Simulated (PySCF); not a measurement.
Below is a simulated gas-phase C 1s photoelectron spectrum of `C[C](=O)[GeH3]`.

Every computed line was given a Gaussian of 0.7 eV full width at half maximum and an area set by the number of equivalent atoms; the highest printed point is 100. Computed, not measured: delta-SCF UKS SCAN, pcX-2 on the ionised atom, pcseg-1 elsewhere, spin-free X2C (PySCF 2.14.0).

(binding energy (eV), intensity): (290.2, 0), (290.3, 1), (290.4, 2), (290.5, 6), (290.6, 12), (290.7, 23), (290.8, 39), (290.9, 58), (291.0, 78), (291.1, 94), (291.2, 100), (291.3, 95), (291.4, 81), (291.5, 62), (291.6, 42), (291.7, 26), (291.8, 14), (291.9, 7), (292.0, 3), (292.1, 1), (292.2, 1), (292.3, 1), (292.4, 3), (292.5, 7), (292.6, 14), (292.7, 26), (292.8, 43), (292.9, 63), (293.0, 82), (293.1, 96), (293.2, 100), (293.3, 93), (293.4, 77), (293.5, 57), (293.6, 38), (293.7, 22), (293.8, 12), (293.9, 6), (294.0, 2), (294.1, 1), (294.2, 0)

Task: How many maxima does the curve show, and how many computed lines lie under it?

Result: The curve has 2 maxima (at 291.2 and 293.2 eV). Under it lie 2 lines from 2 inequivalent carbon sites.

Task: Decompose the envelope and assign each component. Numbering: `[CH3:1][C:2](=[O:3])[GeH3:4]`.

Result: 
```json
{"position (eV)": "291.21", "relative area": "1", "line": "C 1s", "atoms": "C1", "environment": "methyl carbon next to a carbonyl"}
{"position (eV)": "293.19", "relative area": "1", "line": "C 1s", "atoms": "C2", "environment": "carbonyl carbon"}
```

Task: Above which line width would these two lines show one maximum?

Result: Two equal Gaussians merge once their distance is under 2σ = FWHM/1.177. With 1.98 eV between them that is a full width over 2.33 eV.

The listed C 1s values span 1.98 eV, from C1 (bonded to C and 3 H) to C2 (bonded to O (double bond), C and Ge). Summing the Pauling electronegativity differences to the bonded atoms, each weighted by its formal bond order, gives -1.05 for the lowest site and +1.24 for the highest.

Shake-up satellites, vibrational structure and lifetime widths aren't simulated. The unrestricted hole states depart most from a pure doublet (⟨S²⟩ = 0.75; over 0.85 named) for C 1s of C2 (0.86), which makes this value less certain. Geometry: PBE0-D3(BJ)/def2-SVP; no solvent, vibrations or thermal averaging.

Hardware: Arm Neoverse V2, one thread, shared host. Cost: 19 s wall.
